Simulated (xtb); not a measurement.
ClTl, charge +1, doublet, geometry from GFN2-xTB of the parent state (such geometries of metal compounds can be far from the true shape) (a state made from the parent by changing its charge; the spin is typed, not shown lowest); GFN2-xTB run with xtb 6.7.1.

The xtb input:
```
$ xtb mol.xyz --gfn 2 --chrg 1 --uhf 1 --json

# file mol.xyz
2

Tl    -0.00000000    -0.00000000    -0.47641043
Cl     0.00000000     0.00000000     2.26995558
```

Task: Write the output that xtb gives for this input, abridged.

Result: 
```
   ID    Z sym.   atoms
    1   81 Tl     1
    2   17 Cl     2

           -------------------------------------------------
          |                Calculation Setup                |
           -------------------------------------------------

           -------------------------------------------------
          |                 G F N 2 - x T B                 |
           -------------------------------------------------

          ...................................................
          :                      SETUP                      :
          :.................................................:
          :  # basis functions                  14          :
          :  # atomic orbitals                  13          :
          :  # shells                            5          :
          :  # electrons                         9          :
          :  max. iterations                   250          :
          :  Hamiltonian                  GFN2-xTB          :
          :  restarted?                      false          :
          :  GBSA solvation                  false          :
          :  PC potential                    false          :
          :  electronic temp.          300.0000000     K    :
          :  accuracy                    1.0000000          :
          :  -> integral cutoff          0.2500000E+02      :
          :  -> integral neglect         0.1000000E-07      :
          :  -> SCF convergence          0.1000000E-05 Eh   :
          :  -> wf. convergence          0.1000000E-03 e    :
          :  Broyden damping             0.4000000          :
          :  net charge                          1          :
          :  unpaired electrons                  1          :
          ...................................................

 iter      E             dE          RMSdq      gap      omega  full diag
   1     -5.7010403 -0.570104E+01  0.153E+01    7.55       0.0  T
   2     -5.7063650 -0.532466E-02  0.669E+00    8.89       1.0  T
   3     -5.7081680 -0.180306E-02  0.625E+00   10.11       1.0  T
   4     -5.7082470 -0.789413E-04  0.581E+00   10.11       1.0  T
   5     -5.7085384 -0.291416E-03  0.329E+00   10.35       1.0  T
   6     -5.7086883 -0.149928E-03  0.147E+00   10.39       1.0  T
   7     -5.7086800  0.831425E-05  0.182E+00   10.44       1.0  T
   8     -5.7087092 -0.292561E-04  0.129E+00   10.44       1.0  T
   9     -5.7087386 -0.293995E-04  0.611E-02   10.43       1.2  T
[...]
         :: total energy              -5.708734103321 Eh    ::
[...]
         5        1.6520           -0.6458165             -17.5736 (HOMO)
         6                         -0.2628024              -7.1512 (LUMO)
         7                         -0.2628024              -7.1512
         8                         -0.1942796              -5.2866
         9                         -0.1911608              -5.2018
        10                         -0.1911608              -5.2018
        11                         -0.1909763              -5.1967
        12                         -0.1909763              -5.1967
        13                         -0.0747198              -2.0332
      -------------------------------------------------------------
                  HL-Gap            0.3830142 Eh           10.4223 eV
             Fermi-level           -0.5497648 Eh          -14.9599 eV

     #   Z          covCN         q      C6AA      α(0)
     1  81 Tl       0.661     0.862   626.185    65.577
     2  17 Cl       0.661     0.138    94.631    14.876

 Mol. C6AA /au·bohr⁶  :       1167.493673
 Mol. C8AA /au·bohr⁸  :     157144.249738
 Mol. α(0) /au        :         80.452880

Wiberg/Mayer (AO) data.
largest (>0.10) Wiberg bond orders for each atom

 ---------------------------------------------------------------------------
     #   Z sym  total        # sym  WBO       # sym  WBO       # sym  WBO
 ---------------------------------------------------------------------------
     1  81 Tl   0.252 --     2 Cl   0.252
     2  17 Cl   0.252 --     1 Tl   0.252
 ---------------------------------------------------------------------------

molecular dipole:
                 x           y           z       tot (Debye)
 q only:        0.000       0.000      -0.186
   full:       -0.000       0.000      -0.048       0.121
molecular quadrupole (traceless):
                xx          xy          yy          xz          yz          zz
 q only:       -1.615       0.000      -1.615       0.000       0.000       3.231
  q+dip:       -1.883       0.000      -1.883      -0.000      -0.000       3.767
   full:       -1.446      -0.000      -1.446      -0.000      -0.000       2.893

           -------------------------------------------------
          | TOTAL ENERGY               -5.708734103321 Eh   |
          | GRADIENT NORM               0.030009311121 Eh/α |
          | HOMO-LUMO GAP              10.422346110272 eV   |
           -------------------------------------------------

normal termination of xtb
```
